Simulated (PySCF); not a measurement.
Run record: geometry optimisation, [WO3Cl]- (`[O]=[W-](=[O])(=[O])[Cl]`).

Method: PBE0-D3(BJ)/def2-SVP geometry optimisation, gas phase, def2 core potentials past Kr (PySCF 2.14.0). Start geometry: GFN2-xTB. A driver script takes a list of jobs; this job's settings line and coordinates (Å) are shown.

Input:
```
{"job": {"xc": "PBE0", "basis": "def2-SVP", "d3": "d3bj", "grid": 1, "maxiter": 30, "shake": 0.03, "kind": "geom"}, "charge": -1, "multiplicity": 1}
W      0.152810     0.082960     0.079670
O      0.015190     0.004770     1.758640
O      1.603880     0.035460    -0.605750
O     -0.711010     1.475280    -0.558940
Cl    -0.986020    -1.708950    -0.735740
```

Output:
```
step   0  E = -752.50590460  max force = 0.198839
step   1  E = -752.53940205  max force = 0.030012
step   2  E = -752.54186693  max force = 0.017735
step   3  E = -752.54216276  max force = 0.004475
step   4  E = -752.54222507  max force = 0.001079
step   5  E = -752.54224401  max force = 0.001516
step   6  E = -752.54224557  max force = 0.003419
step   7  E = -752.54227594  max force = 0.001716
step   8  E = -752.54229765  max force = 0.000250
step   9  E = -752.54230248  max force = 0.000127
optimisation converged
```

Energies in Eh; «max force» is the largest Cartesian gradient component in Eh/bohr.

Problem. Give the first gradient maximum in eV/Å.

Solution. With 1 Eh/bohr = 51.422 eV/Å, 10.225 eV/Å.

Problem. How much energy does the optimisation release, in kJ/mol?

Solution. E(step 0) − E(last step) = 0.036398 Eh, which is 95.6 kJ/mol.

Main results: final energy -752.54230 Eh after 9 steps.

Problem. Where do the atoms end?

Solution. 0.107 Å rms from the input after alignment:
```
atom  x, y, z in Å
W1     0.0661    0.0701    0.0385
O2     0.0012   -0.0724    1.7705
O3     1.7284    0.1659   -0.4621
O4    -0.7582    1.5233   -0.4440
Cl5   -0.9626   -1.7973   -0.9651
```

Hardware: one thread, Intel Xeon Platinum 8259CL at 2.50 GHz (x86_64), shared host.
Labels such as C1 count atoms from 1, the log's own numbers from 0.
